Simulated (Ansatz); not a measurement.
The cation of `C=[CH][In]([CH]=C)[CH]=C` at the neutral geometry.

```yaml
crystal:
  periodic: [false, false, false]
  atoms:
    - {symbol: C, position_ang: [1.595425, -2.173229, -1.444556]}
    - {symbol: C, position_ang: [1.046136, -0.968766, -1.593130]}
    - {symbol: In, position_ang: [-0.002360, -0.000634, -0.000536]}
    - {symbol: C, position_ang: [-0.850955, 1.938770, -0.302958]}
    - {symbol: C, position_ang: [-0.749913, 2.577145, -1.467766]}
    - {symbol: C, position_ang: [-0.201131, -0.972010, 1.894120]}
    - {symbol: C, position_ang: [-0.841789, -0.402466, 2.913790]}
    - {symbol: H, position_ang: [1.540437, -2.728116, -0.510637]}
    - {symbol: H, position_ang: [2.131802, -2.673715, -2.249903]}
    - {symbol: H, position_ang: [1.153545, -0.490728, -2.565921]}
    - {symbol: H, position_ang: [-1.387581, 2.447186, 0.497036]}
    - {symbol: H, position_ang: [-0.233021, 2.149573, -2.324060]}
    - {symbol: H, position_ang: [-1.178683, 3.565127, -1.631473]}
    - {symbol: H, position_ang: [0.222284, -1.961051, 2.064126]}
    - {symbol: H, position_ang: [-0.947452, -0.889835, 3.882327]}
    - {symbol: H, position_ang: [-1.296745, 0.582728, 2.839550]}
basis:
  gaussian: {orbitals: def2-TZVPP}
total_charge: 1
magnetization: {spin_polarized: true, initial_magnetization: 1}
correlation: {method: mp2}
scf: {omitted_lower_state_checks: [cluster_reference]}
```

```sh
$ ansatz run in.yaml --threads 2 --pin off --events-out ev --progress --plain --max-ram 32768MiB --backend cuda --devices 0, --max-vram 18GiB
```

Shortened log:

```
Functional definition: HF
2319 factors; integrals over basis functions are off by at most 8.1e-4 eV
mean field evaluation 1: about -11457.0807 eV, gradient 3.7e1 eV
mean field evaluation 2: about -11457.0944 eV, gradient 3.7e1 eV
mean field evaluation 4: about -11464.6102 eV, gradient 4.3e0 eV
mean field evaluation 8: about -11464.9489 eV, gradient 5.7e-1 eV
mean field evaluation 16: about -11465.0284 eV, gradient 8.4e-2 eV
mean field evaluation 32: about -11465.0250 eV, gradient 3.8e-2 eV
mean field evaluation 96: about -11465.1581 eV, gradient 6.8e-3 eV
mean field evaluation 160: about -11465.0292 eV, gradient 2.1e-2 eV
mean field evaluation 192: about -11465.1549 eV, gradient 1.2e-1 eV
mean field evaluation 224: about -11465.0287 eV, gradient 1.7e-2 eV
mean field evaluation 256: about -11465.0256 eV, gradient 6.7e-2 eV
mean field -11465.15812687 eV, -421.3367897991 hartree, gradient 3.0e-6 eV, S^2 0.757540; 23 other end points of the search recorded, 0 dependent functions left out
10 core orbitals not correlated: weight in the atoms' cores, before any rotation towards them, 1.000 or more for the frozen orbitals, at most 0.000 for the correlated occupied ones
reference -11465.15812687 eV, -421.3367897991 hartree; 23, 22 occupied and 329, 330 virtual orbitals, 2319 factors
second order -32.40276493 eV of doubles, -0.00000000 eV of singles
Total energy: -11497.56089180 eV, -422.5275694468 hartree
Checks for a lower state left out: cluster_reference
```

It took 42 s on 2 threads of an AMD EPYC 7R13 on a shared host and a share of an NVIDIA H100 80 GB, with 0.91 GiB of host memory at the peak.
